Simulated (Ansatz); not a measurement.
`C#[C][Zr]([F])([F])[Cl]` + H₂O → `C#[C][Zr]([OH])([F])[Cl]` + H–F at 600 K and 1 bar (formal hydrolysis of a Zr–F bond).

Computed with Ansatz on PBE0-D4/def2-TZVP structures; ΔE is electronic, products minus reactants. CCSD(T)/CBS adds triple-zeta CCSD(T) − MP2 to the extrapolated MP2 energy (def2 sets, frozen cores). This one scheme is used for every species. Elements past krypton have def2 core potentials. For Zr outer-core shells are correlated without core-valence functions, which leaves a few kJ/mol of doubt a bond. Each species was taken in one conformer, which may not be the lowest.

```csv
species,CCSD(T)/CBS energy (Eh),H − E (kJ/mol),S (J/(mol·K))
`C#[C][Zr]([F])([F])[Cl]`,-783.24684,124.1,479.0
H₂O,-76.37941,76.8,212.8
`C#[C][Zr]([OH])([F])[Cl]`,-759.21682,158.3,504.4
H–F,-100.39570,42.3,194.0
```

H − E and S are ideal-gas, rigid-rotor, harmonic terms from PBE0-D4/def2-TZVP, for one conformer and one mirror image of each species. 1 Eh = 2625.50 kJ/mol, R = 8.31446 J/(mol·K).

Task: By hand: ΔE, ΔH, ΔS and ΔG.

Result: ΔE = (-759.21682) + (-100.39570) − (-783.24684) − (-76.37941) = 0.01373 Eh = 36.0 kJ/mol. Δ(H − E) = 158.3 + 42.3 − 124.1 − 76.8 = -0.3, so ΔH = 35.7 kJ/mol. ΔS = 504.4 + 194.0 − 479.0 − 212.8 = 6.6 J/(mol·K). ΔG = 35.7 − 600 × (6.6)/1000 = 31.7 kJ/mol.

Task: By hand: the equilibrium constant, and the temperature at which ΔG would vanish if ΔH and ΔS stayed fixed.

Result: log₁₀ K = −ΔG/(RT ln 10) = -2.8. ΔG = 0 at ΔH/ΔS = 5409 K, far beyond where these terms or the molecules hold.

The number of gas molecules stays the same, so ΔS is small and ΔH decides. A doubt of 5 kJ/mol in ΔE shifts log₁₀ K by 0.4 here. Other conformers and mirror images would add mixing entropy, several J/(mol·K) or more a flexible species. These are equilibria of isolated gas molecules and say nothing of rates. Largest T1 diagnostic: 0.017 (customary marks: 0.02 for closed shells, 0.045 for open ones).
